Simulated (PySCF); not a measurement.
The vertical singlet excitations below were computed for one of the candidates. Level of theory: TDDFT CAM-B3LYP/def2-SVPD, vertical, gas phase, core orbitals frozen in the response in PySCF 2.14.0, density-fitted response routines. Geometries: GFN2-xTB, one conformer each.

| state | ν̃ (cm⁻¹) | f | main configurations (H = HOMO, L = LUMO) |
| --- | --- | --- | --- |
| S1 | 54850 | 0.236 | H→L (96%) |
| S2 | 56060 | 0.010 | H→L+1 (86%) |
| S3 | 58400 | 0.0013 | H→L+2 (59%), H→L+3 (22%), H-1→L (9%) |
| S4 | 60310 | 0.0039 | H-1→L (76%), H→L+4 (8%) |
| S5 | 62040 | 0.0032 | H→L+4 (76%) |
| S6 | 64110 | 0.0098 | H→L+3 (62%), H→L+2 (20%) |
| S7 | 67600 | 0.073 | H→L+5 (92%) |
| S8 | 68050 | 0.035 | H→L+6 (89%) |

Triplets computed (Tamm–Dancoff): 4.19, 6.84, 6.90 eV.

Orbital energies (eV): HOMO-3 -11.40, HOMO-2 -11.25, HOMO-1 -10.55, HOMO -8.70, LUMO 0.96, LUMO+1 1.14, LUMO+2 1.62.

Question: Which structure fits? All have the formula C3H7FSi.
A. `C/C([SiH3])=C/F`
B. `F[SiH]1CCC1`
C. `F[C@@H]1C[C@H]1[SiH3]`
D. `FC1C[SiH2]C1`

Answer: A. Its S1, at 6.80 eV, is the lowest among the candidates; the nearest of the others has S1 at 7.14 eV. S1 is HOMO→LUMO (96%). Löwdin shares by element: HOMO carbon 71%, fluorine 14% (atoms not listed hold the other 15%); LUMO carbon 55% or more, silicon 16%, fluorine 6% (atoms not listed hold the other 23%). At the same level the other candidates give, for their lowest levels:
- `F[SiH]1CCC1`: 7.14 eV (f 0.005); 7.53 eV (f 0.004); 7.71 eV (f 0.032); 7.76 eV (f 0.085); 7.88 eV (f 0.006); T1 6.76 eV; HOMO -9.44, LUMO 1.25 eV
- `F[C@@H]1C[C@H]1[SiH3]`: 7.76 eV (f 0.014); 8.07 eV (f 0.005); 8.22 eV (f 0.007); 8.31 eV (f 0.003); 8.58 eV (f 0.044); T1 7.50 eV; HOMO -9.50, LUMO 1.21 eV
- `FC1C[SiH2]C1`: 7.49 eV (f 0.015); 7.59 eV (f 0.117); 7.76 eV (f 0.021); 8.01 eV (f 0.003); 8.09 eV (f 0.008); T1 6.62 eV; HOMO -9.69, LUMO 1.00 eV

Without π bonds the low states are Rydberg-like; a valence basis with one diffuse set may place them up to an eV too high.
